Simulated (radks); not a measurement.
K V, 15 electrons, occupied as [Ne] 3s2 3p3 (the NIST ground configuration). Method: scalar-relativistic Kohn-Sham, r2SCAN, spin-polarised, spherical densities, finite nucleus; open shells are filled with parallel spins first; meta-GGA in the generalised Kohn-Sham scheme; Fermi nuclear charge, rms radius 3.4349 fm; computed with a radial shooting solver on a logarithmic mesh with Libxc functionals.

Unscreened Slater integrals over Kohn-Sham orbitals (hartree). They are taken over the spin-up orbitals.

F0(3p,3p): 0.72965
F2(3p,3p): 0.37421
F0(3p,3s): 0.74903
G1(3p,3s): 0.50401
F0(3p,2p): 0.98087
F2(3p,2p): 0.19223
G0(3p,2p): 0.077853
G2(3p,2p): 0.079594
F0(3p,2s): 0.96515
G1(3p,2s): 0.059751
F0(3s,3s): 0.77050
F0(3s,2p): 1.0162
G1(3s,2p): 0.083915
F0(3s,2s): 1.0041
G0(3s,2s): 0.067351
F0(2p,2p): 2.6260
F2(2p,2p): 1.2261
F0(2p,2s): 2.4595
G1(2p,2s): 1.4438
F0(2s,2s): 2.3500

Derived for the open shells (J is the average intra-shell exchange parameter used in DFT+U). 3p: J = F2/5 = 0.07484 hartree.
